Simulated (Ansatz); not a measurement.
**Molecular dynamics of C4H10BNSi**

Input:

```yaml
crystal:
  periodic: [false, false, false]
  atoms:
    - { symbol: C, position_ang: [2.265713, -0.555438, 1.631485] }
    - { symbol: C, position_ang: [1.219641, 0.062215, 1.037356] }
    - { symbol: B, position_ang: [0.47861, -0.484291, -0.210783] }
    - { symbol: C, position_ang: [0.708715, -1.950388, -0.758223] }
    - { symbol: Si, position_ang: [-0.804142, 0.700974, -1.150124] }
    - { symbol: "N", position_ang: [-1.337035, 2.052411, -0.040354] }
    - { symbol: C, position_ang: [-2.608865, 2.105708, 0.226879] }
    - { symbol: H, position_ang: [2.651585, -1.521811, 1.276393] }
    - { symbol: H, position_ang: [2.799887, -0.126244, 2.493308] }
    - { symbol: H, position_ang: [0.917364, 1.034509, 1.458473] }
    - { symbol: H, position_ang: [-0.210097, -2.542217, -0.596368] }
    - { symbol: H, position_ang: [0.877675, -1.957871, -1.847339] }
    - { symbol: H, position_ang: [1.534826, -2.495687, -0.281476] }
    - { symbol: H, position_ang: [-1.962673, -0.001942, -1.675311] }
    - { symbol: H, position_ang: [-0.156437, 1.358197, -2.268628] }
    - { symbol: H, position_ang: [-3.401562, 1.421546, -0.155222] }
    - { symbol: H, position_ang: [-2.992206, 2.89983, 0.900035] }
basis:
  gaussian: { orbitals: STO-3G }
hamiltonian:
  xc: b3lyp
md:
  timestep: 0.5
  n_steps: 150
  ensemble: nve
  temperature: 50.0
  initial_velocities: maxwell_boltzmann
  seed: 382412
  masses: [{ species: H, mass: 10.0 }]
```

Launched with:

```bash
$ ansatz run input.yaml --threads 1 --pin off --max-ram 2048MiB --backend cpu --events-out ev --progress --plain --runs-dir out
```

It starts from a relaxed structure.

Output, in part (one step line in 2, the closing report, with atoms numbered from 0):

```
md step     0: t =     0.00 fs  T =    50.0 K  F+E_penalty+E_count = -14183.09287298 eV  E_kin = 0.096945 eV  conserved = -14182.99592798 eV  (24 SCF iters)
md step     2: t =     1.00 fs  T =    48.7 K  F+E_penalty+E_count = -14183.09038632 eV  E_kin = 0.094468 eV  conserved = -14182.99591823 eV  (22 SCF iters)
md step     4: t =     2.00 fs  T =    45.2 K  F+E_penalty+E_count = -14183.08348128 eV  E_kin = 0.087588 eV  conserved = -14182.99589331 eV  (22 SCF iters)
md step     6: t =     3.00 fs  T =    40.2 K  F+E_penalty+E_count = -14183.07371609 eV  E_kin = 0.077855 eV  conserved = -14182.99586103 eV  (22 SCF iters)
md step     8: t =     4.00 fs  T =    34.7 K  F+E_penalty+E_count = -14183.06310712 eV  E_kin = 0.067276 eV  conserved = -14182.99583110 eV  (23 SCF iters)
md step    10: t =     5.00 fs  T =    29.8 K  F+E_penalty+E_count = -14183.05352924 eV  E_kin = 0.057718 eV  conserved = -14182.99581135 eV  (19 SCF iters)
md step    12: t =     6.00 fs  T =    26.0 K  F+E_penalty+E_count = -14183.04622246 eV  E_kin = 0.050417 eV  conserved = -14182.99580551 eV  (21 SCF iters)
md step    14: t =     7.00 fs  T =    23.6 K  F+E_penalty+E_count = -14183.04155565 eV  E_kin = 0.045743 eV  conserved = -14182.99581246 eV  (22 SCF iters)
md step    16: t =     8.00 fs  T =    22.3 K  F+E_penalty+E_count = -14183.03909705 eV  E_kin = 0.043270 eV  conserved = -14182.99582702 eV  (22 SCF iters)
md step    18: t =     9.00 fs  T =    21.7 K  F+E_penalty+E_count = -14183.03793452 eV  E_kin = 0.042092 eV  conserved = -14182.99584246 eV  (22 SCF iters)
md step    20: t =    10.00 fs  T =    21.3 K  F+E_penalty+E_count = -14183.03710950 eV  E_kin = 0.041257 eV  conserved = -14182.99585250 eV  (22 SCF iters)
md step    22: t =    11.00 fs  T =    20.7 K  F+E_penalty+E_count = -14183.03600411 eV  E_kin = 0.040150 eV  conserved = -14182.99585372 eV  (25 SCF iters)
md step    24: t =    12.00 fs  T =    20.0 K  F+E_penalty+E_count = -14183.03454678 eV  E_kin = 0.038700 eV  conserved = -14182.99584689 eV  (22 SCF iters)
md step    26: t =    13.00 fs  T =    19.3 K  F+E_penalty+E_count = -14183.03317111 eV  E_kin = 0.037335 eV  conserved = -14182.99583589 eV  (22 SCF iters)
md step    28: t =    14.00 fs  T =    18.9 K  F+E_penalty+E_count = -14183.03255833 eV  E_kin = 0.036732 eV  conserved = -14182.99582670 eV  (22 SCF iters)
md step    30: t =    15.00 fs  T =    19.3 K  F+E_penalty+E_count = -14183.03327431 eV  E_kin = 0.037450 eV  conserved = -14182.99582443 eV  (22 SCF iters)
md step    32: t =    16.00 fs  T =    20.4 K  F+E_penalty+E_count = -14183.03546269 eV  E_kin = 0.039632 eV  conserved = -14182.99583038 eV  (22 SCF iters)
md step    34: t =    17.00 fs  T =    22.1 K  F+E_penalty+E_count = -14183.03873680 eV  E_kin = 0.042894 eV  conserved = -14182.99584303 eV  (22 SCF iters)
md step    36: t =    18.00 fs  T =    24.0 K  F+E_penalty+E_count = -14183.04231391 eV  E_kin = 0.046457 eV  conserved = -14182.99585702 eV  (22 SCF iters)
md step    38: t =    19.00 fs  T =    25.5 K  F+E_penalty+E_count = -14183.04532999 eV  E_kin = 0.049463 eV  conserved = -14182.99586702 eV  (22 SCF iters)
md step    40: t =    20.00 fs  T =    26.5 K  F+E_penalty+E_count = -14183.04717358 eV  E_kin = 0.051304 eV  conserved = -14182.99586949 eV  (22 SCF iters)
md step    42: t =    21.00 fs  T =    26.7 K  F+E_penalty+E_count = -14183.04768769 eV  E_kin = 0.051823 eV  conserved = -14182.99586458 eV  (22 SCF iters)
md step    44: t =    22.00 fs  T =    26.5 K  F+E_penalty+E_count = -14183.04716594 eV  E_kin = 0.051311 eV  conserved = -14182.99585521 eV  (22 SCF iters)
md step    46: t =    23.00 fs  T =    26.0 K  F+E_penalty+E_count = -14183.04618285 eV  E_kin = 0.050338 eV  conserved = -14182.99584509 eV  (22 SCF iters)
md step    48: t =    24.00 fs  T =    25.5 K  F+E_penalty+E_count = -14183.04536564 eV  E_kin = 0.049528 eV  conserved = -14182.99583719 eV  (22 SCF iters)
md step    50: t =    25.00 fs  T =    25.5 K  F+E_penalty+E_count = -14183.04520793 eV  E_kin = 0.049375 eV  conserved = -14182.99583305 eV  (22 SCF iters)
md step    52: t =    26.00 fs  T =    25.9 K  F+E_penalty+E_count = -14183.04597025 eV  E_kin = 0.050138 eV  conserved = -14182.99583266 eV  (22 SCF iters)
md step    54: t =    27.00 fs  T =    26.7 K  F+E_penalty+E_count = -14183.04765884 eV  E_kin = 0.051822 eV  conserved = -14182.99583644 eV  (22 SCF iters)
md step    56: t =    28.00 fs  T =    28.0 K  F+E_penalty+E_count = -14183.05004422 eV  E_kin = 0.054201 eV  conserved = -14182.99584307 eV  (22 SCF iters)
md step    58: t =    29.00 fs  T =    29.3 K  F+E_penalty+E_count = -14183.05270577 eV  E_kin = 0.056854 eV  conserved = -14182.99585189 eV  (22 SCF iters)
md step    60: t =    30.00 fs  T =    30.5 K  F+E_penalty+E_count = -14183.05508947 eV  E_kin = 0.059228 eV  conserved = -14182.99586155 eV  (22 SCF iters)
md step    62: t =    31.00 fs  T =    31.3 K  F+E_penalty+E_count = -14183.05658942 eV  E_kin = 0.060719 eV  conserved = -14182.99587035 eV  (21 SCF iters)
md step    64: t =    32.00 fs  T =    31.3 K  F+E_penalty+E_count = -14183.05665286 eV  E_kin = 0.060776 eV  conserved = -14182.99587641 eV  (21 SCF iters)
md step    66: t =    33.00 fs  T =    30.4 K  F+E_penalty+E_count = -14183.05490077 eV  E_kin = 0.059023 eV  conserved = -14182.99587800 eV  (21 SCF iters)
md step    68: t =    34.00 fs  T =    28.6 K  F+E_penalty+E_count = -14183.05124463 eV  E_kin = 0.055371 eV  conserved = -14182.99587347 eV  (21 SCF iters)
md step    70: t =    35.00 fs  T =    25.8 K  F+E_penalty+E_count = -14183.04597123 eV  E_kin = 0.050109 eV  conserved = -14182.99586250 eV  (22 SCF iters)
md step    72: t =    36.00 fs  T =    22.6 K  F+E_penalty+E_count = -14183.03975732 eV  E_kin = 0.043910 eV  conserved = -14182.99584698 eV  (22 SCF iters)
md step    74: t =    37.00 fs  T =    19.5 K  F+E_penalty+E_count = -14183.03358042 eV  E_kin = 0.037751 eV  conserved = -14182.99582974 eV  (22 SCF iters)
md step    76: t =    38.00 fs  T =    16.9 K  F+E_penalty+E_count = -14183.02852189 eV  E_kin = 0.032707 eV  conserved = -14182.99581514 eV  (22 SCF iters)
md step    78: t =    39.00 fs  T =    15.3 K  F+E_penalty+E_count = -14183.02549421 eV  E_kin = 0.029686 eV  conserved = -14182.99580779 eV  (22 SCF iters)
md step    80: t =    40.00 fs  T =    15.0 K  F+E_penalty+E_count = -14183.02497491 eV  E_kin = 0.029165 eV  conserved = -14182.99580952 eV  (22 SCF iters)
md step    82: t =    41.00 fs  T =    16.0 K  F+E_penalty+E_count = -14183.02685596 eV  E_kin = 0.031036 eV  conserved = -14182.99582010 eV  (22 SCF iters)
md step    84: t =    42.00 fs  T =    17.9 K  F+E_penalty+E_count = -14183.03047943 eV  E_kin = 0.034643 eV  conserved = -14182.99583604 eV  (22 SCF iters)
md step    86: t =    43.00 fs  T =    20.1 K  F+E_penalty+E_count = -14183.03486561 eV  E_kin = 0.039014 eV  conserved = -14182.99585127 eV  (22 SCF iters)
md step    88: t =    44.00 fs  T =    22.3 K  F+E_penalty+E_count = -14183.03905132 eV  E_kin = 0.043190 eV  conserved = -14182.99586150 eV  (22 SCF iters)
md step    90: t =    45.00 fs  T =    24.0 K  F+E_penalty+E_count = -14183.04239356 eV  E_kin = 0.046530 eV  conserved = -14182.99586386 eV  (22 SCF iters)
md step    92: t =    46.00 fs  T =    25.2 K  F+E_penalty+E_count = -14183.04472203 eV  E_kin = 0.048862 eV  conserved = -14182.99585956 eV  (25 SCF iters)
md step    94: t =    47.00 fs  T =    26.0 K  F+E_penalty+E_count = -14183.04628144 eV  E_kin = 0.050429 eV  conserved = -14182.99585244 eV  (22 SCF iters)
md step    96: t =    48.00 fs  T =    26.6 K  F+E_penalty+E_count = -14183.04750664 eV  E_kin = 0.051660 eV  conserved = -14182.99584678 eV  (19 SCF iters)
md step    98: t =    49.00 fs  T =    27.3 K  F+E_penalty+E_count = -14183.04874133 eV  E_kin = 0.052895 eV  conserved = -14182.99584617 eV  (19 SCF iters)
md step   100: t =    50.00 fs  T =    27.9 K  F+E_penalty+E_count = -14183.05002320 eV  E_kin = 0.054172 eV  conserved = -14182.99585142 eV  (22 SCF iters)
md step   102: t =    51.00 fs  T =    28.5 K  F+E_penalty+E_count = -14183.05102844 eV  E_kin = 0.055168 eV  conserved = -14182.99586040 eV  (22 SCF iters)
md step   104: t =    52.00 fs  T =    28.5 K  F+E_penalty+E_count = -14183.05119752 eV  E_kin = 0.055329 eV  conserved = -14182.99586901 eV  (22 SCF iters)
md step   106: t =    53.00 fs  T =    27.9 K  F+E_penalty+E_count = -14183.04999175 eV  E_kin = 0.054119 eV  conserved = -14182.99587316 eV  (22 SCF iters)
md step   108: t =    54.00 fs  T =    26.5 K  F+E_penalty+E_count = -14183.04717554 eV  E_kin = 0.051306 eV  conserved = -14182.99586912 eV  (22 SCF iters)
md step   110: t =    55.00 fs  T =    24.3 K  F+E_penalty+E_count = -14183.04300960 eV  E_kin = 0.047153 eV  conserved = -14182.99585698 eV  (22 SCF iters)
md step   112: t =    56.00 fs  T =    21.9 K  F+E_penalty+E_count = -14183.03825658 eV  E_kin = 0.042417 eV  conserved = -14182.99584000 eV  (22 SCF iters)
md step   114: t =    57.00 fs  T =    19.7 K  F+E_penalty+E_count = -14183.03398123 eV  E_kin = 0.038158 eV  conserved = -14182.99582347 eV  (22 SCF iters)
md step   116: t =    58.00 fs  T =    18.3 K  F+E_penalty+E_count = -14183.03121194 eV  E_kin = 0.035399 eV  conserved = -14182.99581285 eV  (25 SCF iters)
md step   118: t =    59.00 fs  T =    17.9 K  F+E_penalty+E_count = -14183.03059899 eV  E_kin = 0.034787 eV  conserved = -14182.99581185 eV  (21 SCF iters)
md step   120: t =    60.00 fs  T =    18.8 K  F+E_penalty+E_count = -14183.03221055 eV  E_kin = 0.036391 eV  conserved = -14182.99581989 eV  (21 SCF iters)
md step   122: t =    61.00 fs  T =    20.5 K  F+E_penalty+E_count = -14183.03554905 eV  E_kin = 0.039715 eV  conserved = -14182.99583362 eV  (22 SCF iters)
md step   124: t =    62.00 fs  T =    22.6 K  F+E_penalty+E_count = -14183.03976026 eV  E_kin = 0.043912 eV  conserved = -14182.99584817 eV  (22 SCF iters)
md step   126: t =    63.00 fs  T =    24.8 K  F+E_penalty+E_count = -14183.04393025 eV  E_kin = 0.048070 eV  conserved = -14182.99585983 eV  (23 SCF iters)
md step   128: t =    64.00 fs  T =    26.5 K  F+E_penalty+E_count = -14183.04733988 eV  E_kin = 0.051474 eV  conserved = -14182.99586608 eV  (22 SCF iters)
md step   130: t =    65.00 fs  T =    27.7 K  F+E_penalty+E_count = -14183.04959620 eV  E_kin = 0.053729 eV  conserved = -14182.99586704 eV  (22 SCF iters)
md step   132: t =    66.00 fs  T =    28.2 K  F+E_penalty+E_count = -14183.05062452 eV  E_kin = 0.054760 eV  conserved = -14182.99586464 eV  (22 SCF iters)
md step   134: t =    67.00 fs  T =    28.2 K  F+E_penalty+E_count = -14183.05056846 eV  E_kin = 0.054708 eV  conserved = -14182.99586082 eV  (22 SCF iters)
md step   136: t =    68.00 fs  T =    27.8 K  F+E_penalty+E_count = -14183.04966821 eV  E_kin = 0.053811 eV  conserved = -14182.99585682 eV  (22 SCF iters)
md step   138: t =    69.00 fs  T =    27.0 K  F+E_penalty+E_count = -14183.04817370 eV  E_kin = 0.052321 eV  conserved = -14182.99585315 eV  (21 SCF iters)
md step   140: t =    70.00 fs  T =    26.0 K  F+E_penalty+E_count = -14183.04631778 eV  E_kin = 0.050468 eV  conserved = -14182.99584928 eV  (25 SCF iters)
md step   142: t =    71.00 fs  T =    25.0 K  F+E_penalty+E_count = -14183.04434373 eV  E_kin = 0.048499 eV  conserved = -14182.99584447 eV  (19 SCF iters)
md step   144: t =    72.00 fs  T =    24.1 K  F+E_penalty+E_count = -14183.04255252 eV  E_kin = 0.046714 eV  conserved = -14182.99583830 eV  (19 SCF iters)
md step   146: t =    73.00 fs  T =    23.5 K  F+E_penalty+E_count = -14183.04132336 eV  E_kin = 0.045492 eV  conserved = -14182.99583154 eV  (19 SCF iters)
md step   148: t =    74.00 fs  T =    23.3 K  F+E_penalty+E_count = -14183.04106739 eV  E_kin = 0.045241 eV  conserved = -14182.99582622 eV  (22 SCF iters)
md step   150: t =    75.00 fs  T =    23.9 K  F+E_penalty+E_count = -14183.04210720 eV  E_kin = 0.046282 eV  conserved = -14182.99582492 eV  (25 SCF iters)
Total energy: -14183.04235973 eV, -521.2171931088 hartree
Atom 0 at     2.300663    -0.543497     1.607520 Å, force     0.127848     0.123676     0.825715 eV/Å
Atom 1 at     1.233033     0.055904     1.037759 Å, force    -0.095459     0.640917     0.035310 eV/Å
Atom 2 at     0.495013    -0.470232    -0.216974 Å, force    -0.204346    -0.276621     0.048552 eV/Å
Atom 3 at     0.699027    -1.949756    -0.743162 Å, force     0.134905     0.115895    -0.018220 eV/Å
Atom 4 at    -0.823334     0.692050    -1.140788 Å, force     0.930535     0.455523    -0.378184 eV/Å
Atom 5 at    -1.337139     2.025322    -0.007074 Å, force     0.319547    -0.281830    -0.164257 eV/Å
Atom 6 at    -2.611484     2.096236     0.215193 Å, force    -0.301954     0.288244     0.049888 eV/Å
Atom 7 at     2.673549    -1.506034     1.237197 Å, force     0.191121    -0.071212    -0.030567 eV/Å
Atom 8 at     2.821698    -0.136351     2.514365 Å, force    -0.309115    -0.241370    -0.740554 eV/Å
Atom 9 at     0.907530     1.024017     1.471561 Å, force     0.122431    -0.255535    -0.059434 eV/Å
Atom 10 at    -0.253068    -2.504391    -0.662896 Å, force     0.075676    -0.017957     0.011401 eV/Å
Atom 11 at     0.956456    -1.944043    -1.812842 Å, force    -0.025771    -0.057985    -0.135146 eV/Å
Atom 12 at     1.478974    -2.521401    -0.218907 Å, force    -0.109539    -0.013780     0.016749 eV/Å
Atom 13 at    -1.956578    -0.030466    -1.646831 Å, force    -0.382244    -0.173643    -0.129057 eV/Å
Atom 14 at    -0.195583     1.377680    -2.286045 Å, force    -0.253923    -0.289429     0.448483 eV/Å
Atom 15 at    -3.422214     1.480618    -0.245842 Å, force     0.101743     0.015333     0.140295 eV/Å
Atom 16 at    -2.959370     2.880347     0.912208 Å, force    -0.321454     0.039775     0.079027 eV/Å
Dipole moment:     0.059122    -0.329283    -0.016172 e Å
```

The run went to its last step. The conserved energy stayed within 0.0072 meV per atom of its start (net change 0.0061 meV per atom), so the integration is sound. The temperature averaged 0.47 of the 50 K drawn at the start: a run that starts near a minimum puts about half its kinetic energy into the potential. A run of 0.075 ps of so small a system gives no equilibrium averages. Limits of this set-up: minimal basis.

The same pairs are bonded in the first frame and the last. Pairs count as bonded within 1.25 times the sum of covalent radii (0.12 Å more for H–H).

Last frame:

```xyz
17
Properties=species:S:1:pos:R:3
C 2.301 -0.543 1.607
C 1.233 0.056 1.038
B 0.495 -0.470 -0.217
C 0.699 -1.950 -0.743
Si -0.823 0.692 -1.141
N -1.337 2.025 -0.007
C -2.611 2.096 0.215
H 2.674 -1.506 1.237
H 2.822 -0.136 2.514
H 0.907 1.024 1.472
H -0.253 -2.504 -0.663
H 0.957 -1.944 -1.813
H 1.479 -2.521 -0.219
H -1.957 -0.030 -1.647
H -0.196 1.378 -2.286
H -3.422 1.481 -0.246
H -2.959 2.880 0.912
```

Run time: 11 min on 1 thread of Arm Neoverse V1, on a shared host, peak memory 0.13 GiB.
